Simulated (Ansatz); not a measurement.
Isolated molecules relaxed with PBE0-D4/def2-TZVP in Ansatz; ΔE leaves out vibrations. CCSD(T)/CBS is the MP2 limit (def2-TZVPP, def2-QZVPP) plus CCSD(T) − MP2 in def2-TZVPP, frozen cores. DFT in def2-TZVPP. B3LYP here is the variant with VWN-RPA as its local correlation; programs differ in this. For Ge outer-core shells are correlated without core-valence functions, which leaves a few kJ/mol of doubt a bond. Scalar relativity is left out up to krypton. One conformer a species, not always the lowest.

`O[SiH](O)[O][GeH3]` + `O[SiH2][SiH2]CCl` → `[OH][GeH2][O][SiH](O)O` + `[SiH3][SiH2]CCl`  (redistribution)

```csv
level,ΔE (kcal/mol),difference from CCSD(T)/CBS
PBE-D4,5.2,-0.9
r2SCAN-D4,5.6,-0.5
PBE0-D4,5.7,-0.4
B3LYP-D4,6.4,0.3
ωB97X-V,5.7,-0.4
B2PLYP,6.1,0.0
PBE,5.3,-0.8
PBE0,5.8,-0.3
B3LYP,6.7,0.6
HF/def2-TZVPP,7.5,1.4
SCS-MP2/def2-TZVPP,5.8,-0.3
CCSD(T)/def2-TZVPP,5.2,-0.9
HF/def2-QZVPP,7.8,1.7
MP2/def2-QZVPP,6.2,0.1
SCS-MP2/def2-QZVPP,6.4,0.3
HF/CBS(def2),7.8,1.7
CCSD(T)/CBS,6.1,0
```

Largest T1 diagnostic among the species: 0.012.

In def2-TZVPP, CCSD(T) changes the Hartree–Fock value by −2.3 kcal/mol (the triples alone add −0.5 kcal/mol) and MP2 by −2.0 kcal/mol.
